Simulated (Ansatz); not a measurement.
The cluster Li₃S⁺, relaxed as a quintet with UKS B3LYP-D4/def2-TZVP in Ansatz, starting from the B3LYP-D4/def2-TZVP geometry of the charge +1 singlet. Force threshold 0.02 eV/Å.

In the quintet geometry the species has come apart into loosely held pieces. At B3LYP-D4/def2-TZVP a singlet of charge 1 lies 6.85 eV below the quintet, each at its own geometry. The structure comes from a short search, and lower isomers may exist.

Start:

| atom | x (Å) | y (Å) | z (Å) |
| --- | --- | --- | --- |
| Li1 | -0.2229 | 0.5129 | 2.0883 |
| Li2 | 1.9163 | -0.6587 | -0.7528 |
| Li3 | -1.6936 | 0.1452 | -1.3355 |
| S4 | 0.0001 | 0.0006 | 0.0000 |

(1) Estimate the energy that the relaxation releases and the steps that it takes.

(2) Does the start keep its bonding and symmetry?

(3) Predict the relaxed structure.

Answers

(1) 101.5 kcal/mol, in 53 steps; 2.5 min on 2 threads of Arm Neoverse V1 on a shared host. The force fell under the threshold at step 15, but the optimiser went on and released 1.274 eV more. No frequencies were taken in this run, so the end may be a saddle point.

(2) Bonds lost: Li1–S4, Li2–S4, Li3–S4 (atoms count from 1). The end holds 3 separate pieces.

(3) 
```xyz
4

Li    1.164   -0.027    1.255
Li    3.681   -0.137    3.730
Li   -1.373    0.065   -1.327
S    -3.473    0.099   -3.658
```
Bond lengths (bridged metal pairs left out): .
